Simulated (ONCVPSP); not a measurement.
# Cutoff test, magnesium, ONCV

Mg (Z = 12), optimised norm-conserving Vanderbilt (ONCV), made with ONCVPSP 4.0.1 (LDA (Perdew-Zunger), scalar-relativistic). Core [He], reference 2s2 2p6 3s1 3p1. Waves: 2s+3s: rc 1.10 bohr, ncon 3, nbas 6, qcut 9.8 1/bohr, 2 projectors; 2p+3p: rc 1.30 bohr, ncon 4, nbas 8, qcut 12.7 1/bohr, 2 projectors; d scattering state at 0.27 Ha: rc 1.10 bohr, ncon 3, nbas 7, qcut 9.2 1/bohr, local. Local part: the d channel. Core correction: Teter function fitted to the true core (icmod 2), fcfact 0.15.

Problem. For each optimised wave give the share of its norm inside rc, the residual kinetic energy above qcut (Ha) and the cutoffs (Ha) for errors of 10, 1, 0.1 and 0.01 mHa per electron.

Solution.

| wave | norm inside rc | residual KE | 10 mHa | 1 mHa | 0.1 mHa | 0.01 mHa |
| --- | --- | --- | --- | --- | --- | --- |
| 2s | 0.894 | 1.7e-06 | 15.5 | 20.2 | 24.4 | 38.7 |
| 3s | 0.028 | 9.9e-07 | 9.7 | 14.9 | 19.7 | 37.7 |
| 2p | 0.932 | 5.1e-08 | 44.3 | 54.2 | 62.1 | 68.8 |
| 3p | 0.017 | 1.6e-08 | 28.2 | 42.2 | 53.7 | 62.8 |
| d projector 1 | 0.008 | 1.6e-06 | 4.3 | 13.3 | 25.2 | 35.1 |

The occupied waves need 54 Ha and 62 Ha for 1 and 0.1 mHa. Rows with under 1 % of the norm inside rc give no meaningful cutoff. Its largest configuration-test error is -310 meV.
